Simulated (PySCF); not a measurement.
C3H6BClO, SMILES B(Cl)(O)CC=C.

Geometry optimised at B3LYP-D3(BJ)/def2-SVP. Other conformers were not sampled.

The numbers are results of PBE0/def2-TZVP in PySCF, not measurements.

```
Quantity                                                                                                       Result
---------------------------------------------------------------------------------------------  ----------------------
total energy                                                                                       -677.97038 hartree
highest occupied level                                                                                       -7.42 eV
lowest empty level                                                                                           -0.26 eV
orbital gap                                                                                                   7.16 eV
dipole moment                                                                                                  2.63 D
quadrupole, principal values (traceless, Buckingham form, about the centre of nuclear charge)   -8.66, 0.08, 8.58 D·Å
mean static polarisability                                                                       65.4 bohr³ (9.70 Å³)
polarisability, principal values                                                               50.5, 64.2, 81.6 bohr³
```
